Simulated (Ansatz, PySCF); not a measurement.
Re(O)3(Me) (CH3O3Re), SMILES [CH3][Re](=[O])(=[O])=[O], multiplicity 1. Atoms are numbered in the order given.

```xyz
8

Re     0.0000     0.0000     0.0218
O     -1.4207     0.8202    -0.4602
O      1.4207     0.8202    -0.4602
O      0.0000    -1.6404    -0.4602
C      0.0000     0.0000     2.0927
H      0.0000     1.0406     2.4554
H      0.9012    -0.5203     2.4554
H     -0.9012    -0.5203     2.4554
```

The structure is a stationary point at r2SCAN-D4/def2-SVP. The multiplicity is an assumed one; no other spin state was optimised. The isomer is the one that the SMILES or the coordinates give; other isomers of the formula were not compared. The def2 effective core potentials stand for the cores of Re; spin–orbit coupling is left out.

Two levels are set side by side: PBE-D3(BJ)/def2-SVP (Ansatz, a first-principles code) and r2SCAN-D4/def2-SVP (Ansatz). Each level has its own optimised geometry; the coordinates shown are those of the second. Frequencies come from the Hessian of PySCF at each geometry. Differences are taken from unrounded values.

| quantity | r2SCAN-D4 |
|---|---|
| mean bond length (Å) | 1.501 |
| bond Re1–O2 (Å) | 1.710 |
| bond Re1–O3 (Å) | 1.710 |
| bond Re1–O4 (Å) | 1.710 |
| bond Re1–C5 (Å) | 2.071 |
| bond C5–H6 (Å) | 1.102 |
| bond C5–H7 (Å) | 1.102 |
| bond C5–H8 (Å) | 1.102 |
| highest harmonic wavenumber (cm⁻¹) | 3156 |
| mean harmonic wavenumber (cm⁻¹) | 1107 |
| zero-point energy (kcal/mol) | 28.49 |

Task: What does PBE-D3(BJ) give, and how far is it from r2SCAN-D4? (The exact figures need the calculation; the answer reports its results.)

Result: 
| quantity | PBE-D3(BJ) | PBE-D3(BJ) minus r2SCAN-D4 |
|---|---|---|
| mean bond length (Å) | 1.510 | 0.009 |
| bond Re1–O2 (Å) | 1.720 | 0.010 |
| bond Re1–O3 (Å) | 1.720 | 0.011 |
| bond Re1–O4 (Å) | 1.720 | 0.011 |
| bond Re1–C5 (Å) | 2.081 | 0.010 |
| bond C5–H6 (Å) | 1.109 | 0.007 |
| bond C5–H7 (Å) | 1.109 | 0.007 |
| bond C5–H8 (Å) | 1.109 | 0.007 |
| highest harmonic wavenumber (cm⁻¹) | 3089 | -67 |
| mean harmonic wavenumber (cm⁻¹) | 1080 | -27 |
| zero-point energy (kcal/mol) | 27.79 | -0.70 |
